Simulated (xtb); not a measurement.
C$_{6}$H$_{13}$, doublet, geometry from GFN2-xTB; xtb 6.7.1 with GFN2-xTB.

Here is a job for xtb.
```
$ xtb mol.xyz --gfn 2 --uhf 1 --json

# file mol.xyz
19

C      2.41049035    -0.32170320     0.91371510
C      1.57151961    -0.25079038    -0.30065431
C      0.40966998     0.64866289    -0.43689128
C     -0.94297859    -0.10718236    -0.47617380
C     -2.08282331     0.86576106    -0.76064173
C     -1.17964219    -0.84108017     0.83937272
H      2.00808795     0.30595260     1.70571581
H      2.49009629    -1.34802493     1.28583334
H      3.43638330     0.00620230     0.70744873
H      1.79866639    -0.91867284    -1.11540489
H      0.38518179     1.36158618     0.39012731
H      0.48376161     1.21555236    -1.37390764
H     -0.89554694    -0.84346481    -1.28577866
H     -3.03312958     0.33734373    -0.80007415
H     -2.14274236     1.61918421     0.02240389
H     -1.93264884     1.37097698    -1.71238927
H     -1.23336327    -0.13316759     1.66416326
H     -2.11379835    -1.39776809     0.80396475
H     -0.36836326    -1.53770698     1.03553720
```

### Question
What does xtb print? Leave out banner, timings and long lists.

### Answer

```
   ID    Z sym.   atoms
    1    6 C      1-6
    2    1 H      7-19

           -------------------------------------------------
          |                Calculation Setup                |
           -------------------------------------------------

           -------------------------------------------------
          |                 G F N 2 - x T B                 |
           -------------------------------------------------

          ...................................................
          :                      SETUP                      :
          :.................................................:
          :  # basis functions                  37          :
          :  # atomic orbitals                  37          :
          :  # shells                           25          :
          :  # electrons                        37          :
          :  max. iterations                   250          :
          :  Hamiltonian                  GFN2-xTB          :
          :  restarted?                      false          :
          :  GBSA solvation                  false          :
          :  PC potential                    false          :
          :  electronic temp.          300.0000000     K    :
          :  accuracy                    1.0000000          :
          :  -> integral cutoff          0.2500000E+02      :
          :  -> integral neglect         0.1000000E-07      :
          :  -> SCF convergence          0.1000000E-05 Eh   :
          :  -> wf. convergence          0.1000000E-03 e    :
          :  Broyden damping             0.4000000          :
          :  net charge                          0          :
          :  unpaired electrons                  1          :
          ...................................................

 iter      E             dE          RMSdq      gap      omega  full diag
   1    -19.6561709 -0.196562E+02  0.249E+00    9.83       0.0  T
   2    -19.7003982 -0.442273E-01  0.132E+00    9.79       1.0  T
   3    -19.7012196 -0.821396E-03  0.662E-01    9.93       1.0  T
   4    -19.7013174 -0.977383E-04  0.145E-01    9.87       1.0  T
   5    -19.7014513 -0.133889E-03  0.553E-02    9.90       1.0  T
   6    -19.7014517 -0.428355E-06  0.634E-03    9.90       3.6  T
   7    -19.7014518 -0.807482E-07  0.179E-03    9.90      12.8  T
   8    -19.7014518 -0.639374E-08  0.556E-04    9.90      41.3  T
   9    -19.7014518 -0.864826E-09  0.153E-04    9.90     150.3  T

[...]
         :: total energy             -19.404062608969 Eh    ::
[...]

 ---------------------------------------------------------------------------
     #   Z sym  total        # sym  WBO       # sym  WBO       # sym  WBO
 ---------------------------------------------------------------------------
     1   6 C    3.997 --     2 C    1.086     7 H    0.984     8 H    0.958
                             9 H    0.950
     2   6 C    3.301 --     1 C    1.086     3 C    1.081    10 H    0.976
     3   6 C    3.997 --     2 C    1.081    11 H    0.973     4 C    0.949
                            12 H    0.949
     4   6 C    3.993 --     6 C    1.011     5 C    1.009    13 H    0.970
                             3 C    0.949
     5   6 C    3.996 --     4 C    1.009    15 H    0.987    16 H    0.987
                            14 H    0.985
     6   6 C    3.997 --     4 C    1.011    17 H    0.986    18 H    0.986
                            19 H    0.985
     7   1 H    0.998 --     1 C    0.984
     8   1 H    0.997 --     1 C    0.958
     9   1 H    0.996 --     1 C    0.950
    10   1 H    1.000 --     2 C    0.976
    11   1 H    0.999 --     3 C    0.973
    12   1 H    0.998 --     3 C    0.949
    13   1 H    0.999 --     4 C    0.970
    14   1 H    0.998 --     5 C    0.985
    15   1 H    0.999 --     5 C    0.987
    16   1 H    0.999 --     5 C    0.987
    17   1 H    0.999 --     6 C    0.986
    18   1 H    0.999 --     6 C    0.986
    19   1 H    0.999 --     6 C    0.985
 ---------------------------------------------------------------------------

Topologies differ in total number of bonds
Writing topology from bond orders to xtbtopo.mol

molecular dipole:
                 x           y           z       tot (Debye)
 q only:       -0.040       0.054       0.100
   full:       -0.038       0.043       0.107       0.308
molecular quadrupole (traceless):
                xx          xy          yy          xz          yz          zz
 q only:        0.271      -0.114      -0.231       0.864      -0.263      -0.040
  q+dip:       -0.212      -0.454      -0.168       0.917       0.710       0.380
   full:        0.075      -0.276      -0.207       0.929       0.197       0.132

           -------------------------------------------------
          | TOTAL ENERGY              -19.404062608969 Eh   |
          | GRADIENT NORM               0.000039219015 Eh/α |
          | HOMO-LUMO GAP               9.900773947922 eV   |
           -------------------------------------------------

normal termination of xtb
```
